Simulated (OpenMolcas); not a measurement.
# Kr3+: effect of the active space

```yaml
Program: OpenMolcas
Method: SS-CASPT2 or its RAS form, IPEA 0.25 Eh, imaginary shift 0.1 Eh
Basis: ANO-RCC-VQZP
Scalar_Hamiltonian: DKH2, point nucleus
Spin-orbit_coupling: state interaction with AMFI integrals over the reference wave functions, term energies averaged over their components
```

A. 3 electrons in 3 orbitals (4p); 2S+1 = 4 odd, 1 root; 2S+1 = 2 odd, 8 roots; closed shells correlated: 3d 4s; CASPT2 step about 1.6 core-seconds
B. 5 electrons in 9 orbitals (RAS2 4s 4p; RAS3 4d, at most 2 electrons); 2S+1 = 4 odd, 1 root; 2S+1 = 2 odd, 11 roots; 2S+1 = 4 even, 3 roots; 2S+1 = 2 even, 9 roots; closed shells correlated: 3d; CASPT2 step of the order of 24 core-seconds

Energies in eV above 4s² 4p³ ⁴S°_3/2, the measured ground level; measured values from Saloman, J. Phys. Chem. Ref. Data 36, 215 (2007).

| Level | A | B | Measured |
| --- | --- | --- | --- |
| 4s² 4p³ ⁴S°_3/2 | 0.0000 | 0.0000 | 0.0000 |
| 4s² 4p³ ²D°_3/2 | 2.225 | 2.215 | 2.1124 |
| 4s² 4p³ ²D°_5/2 | 2.392 | 2.380 | 2.3185 |
| 4s² 4p³ ²P°_1/2 | 4.033 | 3.970 | 3.8505 |
| 4s² 4p³ ²P°_3/2 | 4.267 | 4.191 | 4.1418 |

Deviations, from unrounded energies. A percentage is the sum of absolute deviations over the sum of measured energies, with the sign that they share, or ± where signs differ.

```tsv
Against measurement	Levels	A	B
mean absolute deviation (cm-1)	4	1000	670
other terms of the ground configuration (%)	4	+4.0	+2.7
```

B lies closest to measurement on these levels. The largest miss of B in the table is 4s² 4p³ ²P°_1/2, by +970 cm-1. The ranking rests on the paired levels alone, and a cruder setting can come out closer through cancelling errors.

Between A and B the level of the table that moves most is 4s² 4p³ ²P°_3/2, by 610 cm-1 (lowest in B, highest in A). Moves below CASPT2's spread within the term are not significant.

CASPT2 does not keep the components of a term degenerate, so their means are used; among the terms shown or strongly mixed into the levels shown the widest spread is 180 cm-1 (4s² 4p³ ²D°, A). With the s shell closed, the reference lacks s² → p² mixing (holds for A). The run also gave levels led by 4s² 4p² 4d, which use shells meant for correlation; these and all levels above them are left out (holds for B). Measured partners are found by configuration, term and J. A level has none where our copy of the source lacks it or the pairing is in doubt (some pairs that miss far off the trend of their configuration count as doubtful), and it then counts in no deviation. Only configurations of the active space appear. Levels that lie high or do not pair safely by name in every column are left out.

° marks odd parity.
